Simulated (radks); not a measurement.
Kinetic energies: the exact non-interacting value of the Kohn-Sham orbitals and orbital-free approximations, in hartree. Species: Sb [Kr] 4d10 5s2 5p3; S+ [Ne] 3s2 3p3. Method: non-relativistic Kohn-Sham, exchange-only B88, spin-polarised, spherical densities, point nucleus; computed with a radial shooting solver on a logarithmic mesh with Libxc functionals. Every spin shell is full or empty, so the densities are truly spherical. Functionals are evaluated on that one density, not self-consistently.

functional,Sb,S+
exact,6313.48,397.160
Thomas-Fermi,5981.5,368.30
von Weizsacker,2606.2,241.48
TF + vW,8587.6,609.78
TF + vW/9,6271.0,395.13
TF + vW/5,6502.7,416.60
LC94,6318.0,397.89
APBEK,6321.3,398.39
revAPBEK,6332.4,399.82
Perdew 92,6271.6,395.19
Thakkar,6277.2,397.04
Pearson,6256.1,391.05
LKT,7515.4,518.96
PG1,7257.4,495.82
DePristo-Kress,6307.6,397.47
Ernzerhof,6288.3,397.62
